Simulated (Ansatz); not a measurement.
Be₉O₉H₂₆⁺. Total charge 1; doublet. Geometry r2SCAN-D4/def2-SVP, loosely relaxed, that of the neutral singlet; atoms count from 1.

```
atom   x (Å)   y (Å)   z (Å)
 Be1  -0.391  -0.801   2.469
 Be2  -2.603   0.042   0.771
 Be3  -0.297   1.495   1.035
 Be4  -0.870  -2.871   0.448
 Be5   2.038  -0.143   1.505
 Be6   0.040  -0.368  -0.342
 Be7   0.942   2.083  -1.605
 Be8   2.749   0.656  -1.260
 Be9   2.447   2.519   0.116
 O10  -1.938  -0.166   2.217
 O11  -0.469  -2.361   1.908
 O12  -2.634  -1.875   0.531
 O13   0.522   0.051   1.157
 O14  -1.333   0.644  -0.208
 O15   0.747   2.487   0.018
 O16  -0.214  -1.882  -0.679
 O17   2.890   0.891   0.430
 O18   1.067   0.358  -1.493
 H19   0.174  -0.571   3.705
 H20  -3.854   0.486   0.419
 H21  -0.868   2.342   1.944
 H22  -1.760   3.837  -1.024
 H23  -1.158  -4.165   0.082
 H24   2.864  -0.967   2.186
 H25   2.999  -2.549  -0.954
 H26  -2.999   1.544  -2.602
 H27   0.259   2.638  -2.635
 H28   0.227  -3.856  -2.946
 H29   3.676   0.055  -2.034
 H30   3.175   3.570   0.543
 H31   2.516   2.219  -1.494
 H32  -2.126   0.516   2.878
 H33  -2.019   3.924  -0.314
 H34  -0.068  -2.996   2.515
 H35   2.512  -2.654  -0.381
 H36  -2.909  -2.102   1.442
 H37  -3.319  -2.215  -0.069
 H38  -3.410   1.345  -1.993
 H39  -1.713   1.136  -0.958
 H40   0.388   3.381   0.168
 H41  -0.060  -4.134  -2.299
 H42  -0.008  -2.332  -1.508
 H43   3.828   0.821   0.688
 H44   0.963  -0.032  -2.378
```

Single mean-field runs in def2-TZVP are fitted with def2-universal-jkfit. The geometry of the charge 1 doublet is only loosely relaxed. In the doublet geometry the species has come apart into loosely held pieces.

Estimate the Mulliken populations of the heavy atoms from the PBE0/def2-TZVP orbitals of Ansatz.


| atom | charge (e) | spin (α − β) |
| --- | --- | --- |
| Be1 | 0.18 | 0.11 |
| Be2 | 0.11 | 0.04 |
| Be3 | -0.02 | 0.02 |
| Be4 | 0.04 | 0.05 |
| Be5 | 0.06 | 0.02 |
| Be6 | 0.37 | 0.00 |
| Be7 | -0.12 | 0.00 |
| Be8 | -0.07 | 0.00 |
| Be9 | -0.01 | 0.01 |
| O10 | -0.42 | 0.03 |
| O11 | -0.38 | 0.03 |
| O12 | -0.49 | 0.00 |
| O13 | -0.22 | 0.00 |
| O14 | -0.36 | 0.00 |
| O15 | -0.29 | 0.01 |
| O16 | -0.26 | 0.00 |
| O17 | -0.32 | 0.01 |
| O18 | -0.31 | 0.00 |
Mulliken values depend strongly on the basis.

Where does the spin sit?

Summed by element: Be 0.24, O 0.09, H 0.67, of 1 unpaired in all. Largest on single atoms: H19 0.34, Be1 0.11, H23 0.10.

And the Mayer bond orders between heavy atoms (over 0.3)?

Be1–O10 0.69 (1.69 Å); Be1–O11 0.74 (1.66 Å); Be1–O13 0.48 (1.81 Å); Be2–O10 0.78 (1.60 Å); Be2–O12 0.31 (1.93 Å); Be2–O14 0.62 (1.71 Å); Be3–O13 0.68 (1.66 Å); Be3–O14 0.44 (1.83 Å); Be3–O15 0.56 (1.76 Å); Be4–O11 0.85 (1.60 Å); Be4–O16 0.79 (1.64 Å); Be5–O13 0.97 (1.57 Å); Be5–O17 0.61 (1.72 Å); Be6–O13 0.43 (1.63 Å); Be6–O14 0.45 (1.71 Å); Be6–O16 0.87 (1.57 Å); Be6–O18 0.48 (1.70 Å); Be7–O15 0.61 (1.68 Å); Be7–O18 0.56 (1.73 Å); Be8–O17 0.55 (1.71 Å); Be8–O18 0.56 (1.72 Å); Be9–O15 0.59 (1.70 Å); Be9–O17 0.55 (1.72 Å).
